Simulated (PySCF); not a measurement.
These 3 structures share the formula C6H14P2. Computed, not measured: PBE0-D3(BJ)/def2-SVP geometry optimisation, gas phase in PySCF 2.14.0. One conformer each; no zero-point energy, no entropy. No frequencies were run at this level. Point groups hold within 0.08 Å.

**Question.** Order them by energy at this level, lowest first, and give relative energies in kJ/mol.
A. `[CH2:1]=[P@:2]([CH3:3])(/[CH:4]=[CH:5]/[CH3:6])[CH2:7][PH2:8]` with C1–P2–C4–C5 113°, C1–P2–C7–P8 -50°, P2–C7–P8–H 85° and 180°
B. `[CH2:1]=[CH:2][CH2:3][P@:4]([CH3:5])([PH2:6])=[CH:7][CH3:8]` with C1–C2–C3–P4 -104°, C2–C3–P4–C5 175°, C3–P4–P6–H -179° and -86°
C. `[CH3:1][CH2:2][P:3]1[CH2:4][CH2:5][PH:6][CH2:7][CH2:8]1` with C1–C2–P3–C4 75°, C2–P3–C4–C5 164°, P3–C4–C5–P6 -71°, C4–C5–P6–C7 64°, C5–P6–C7–C8 -64°

**Answer.** C (0.0), B (224.8), A (235.9).

As drawn, the highest has a C=C bond outside aromatic rings, which the lowest lacks.

| SMILES | E (Eh) | E rel (kJ/mol) | dipole (D) | point group | A, B, C (MHz) |
| --- | --- | --- | --- | --- | --- |
| CCP1CCPCC1 | -918.86890 | 0.0 | 0.64 | C1 | 2893, 852.3, 726.4 |
| C=CC[P@](C)(P)=CC | -918.78326 | 224.8 | 1.29 | C1 | 1604, 1003, 833.2 |
| C=[P@](C)(/C=C/C)CP | -918.77904 | 235.9 | 3.62 | C1 | 2827, 654.8, 633.6 |

**Question.** How do the relative energies change in single points at PBE0/pcSseg-1 (no added dispersion term) on the same geometries?

**Answer.** 
```csv
SMILES,PBE0-D3(BJ)/def2-SVP (kJ/mol),PBE0/pcSseg-1 (kJ/mol),shift
CCP1CCPCC1,0.0,0.0,0.0
C=CC[P@](C)(P)=CC,224.8,217.1,-7.7
C=[P@](C)(/C=C/C)CP,235.9,221.3,-14.6
```

Each column counts from its own lowest isomer. The order is unchanged; the largest shift is 14.6 kJ/mol.
